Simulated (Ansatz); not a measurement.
Ansatz (a program for electronic structure) input (CCSD(T)/aug-cc-pVDZ):

Ansatz 0.2 input:
```yaml
crystal:
  periodic: [false, false, false]
  atoms:
    - {symbol: C, position_ang: [1.06085905, -0.42805695, 0.10006768]}
    - {symbol: N, position_ang: [0.05980472, 0.40121170, 0.30230693]}
    - {symbol: C, position_ang: [-1.09733299, 0.18336432, -0.28443987]}
    - {symbol: H, position_ang: [2.00738854, -0.23630265, 0.58947749]}
    - {symbol: H, position_ang: [0.97173244, -1.30615331, -0.54587194]}
    - {symbol: H, position_ang: [-1.26660063, -0.67202789, -0.94465758]}
    - {symbol: H, position_ang: [-1.91230969, 0.87415778, -0.10886333]}
basis:
  gaussian:
    orbitals: aug-cc-pVDZ
magnetization: {spin_polarized: true, initial_magnetization: 1}
correlation: {method: ccsd_t, electrons: outside_noble_gas}
output: {forces: true}
```

End of the output:

```
cycle  11  -12.36643702 eV  change   -8.2e-6 eV  update   8.9e-6
cycle  12  -12.36644151 eV  change   -4.5e-6 eV  update   2.7e-6
cycle  13  -12.36644325 eV  change   -1.7e-6 eV  update   9.9e-7
coupled cluster: 0.96 GiB planned
perturbative correction -0.45692308 eV, -0.0167916135 hartree
the calculation of the forces begins
Total energy: -3617.67856335 eV, -132.9472350524 hartree
Atom 0 at     1.060859    -0.428057     0.100068 Å, force     0.567417    -0.582433    -0.193021 eV/Å
Atom 1 at     0.059805     0.401212     0.302307 Å, force     0.171058     1.147575     0.864680 eV/Å
Atom 2 at    -1.097333     0.183364    -0.284440 Å, force    -0.688035    -0.226761    -0.416695 eV/Å
Atom 3 at     2.007389    -0.236303     0.589477 Å, force     0.392318     0.091066     0.210933 eV/Å
Atom 4 at     0.971732    -1.306153    -0.545872 Å, force    -0.059452    -0.361703    -0.274619 eV/Å
Atom 5 at    -1.266601    -0.672028    -0.944658 Å, force    -0.048828    -0.364713    -0.272726 eV/Å
Atom 6 at    -1.912310     0.874158    -0.108863 Å, force    -0.334477     0.296969     0.081446 eV/Å
Dipole moment:    -0.037512    -0.251658    -0.189620 e Å
```

It need not be the lowest isomer of its formula.

The determinant is spin-contaminated: <S^2> is 0.96 against 0.75 for a pure state.
